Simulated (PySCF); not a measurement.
A calculated (LDA, PySCF 2.14, x2c-QZVPPall, the spin-free X2C one-electron Hamiltonian (Gaussian nucleus)) atom or ion has these occupied shells.

```
shell  electrons  orbital energy (eV)  rms radius, mean of both spins (bohr)
 1s α          1              -1815.6                                  0.129
 1s β          1              -1815.4                                  0.129
 2s α          1              -175.16                                  0.621
 2s β          1              -174.87                                  0.621
 2p α          3              -132.12                                  0.600
 2p β          3              -131.82                                  0.600
 3s α          1              -40.508                                   1.96
```

(1) Name the element and its charge.

Results:

(1) Si³⁺ (silicon, charge +3), in [Ne] 3s1, 2S determinant.
